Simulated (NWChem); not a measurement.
# CH$_{4}$Se$_{2}$; SMILES C[Se][SeH]

```xyz
7

Se    -0.4315    -0.9340     0.0081
C      1.3747    -1.6660     0.0125
H      1.2585    -2.7582     0.0820
H      1.9337    -1.3010     0.8831
H      1.8992    -1.4120    -0.9174
Se     0.0355     1.3440     0.0304
H      0.1251     1.5279    -1.4330
```
Atoms are numbered in this order, from 1.

Program: NWChem. Structure relaxed at the PBE0/def2-SVP level. Ions are spin-unrestricted doublets at the neutral geometry; other ion states weren't tried.

For level PBE/def2-SVP:

* **vertical ionisation energy, ΔSCF (eV)**: 8.57
* **−ε(HOMO) (eV)**: 5.36

**Question.** What are these values for level PBE0/def2-SVP?

**Answer.** vertical ionisation energy, ΔSCF (eV): 8.81
−ε(HOMO) (eV): 6.58
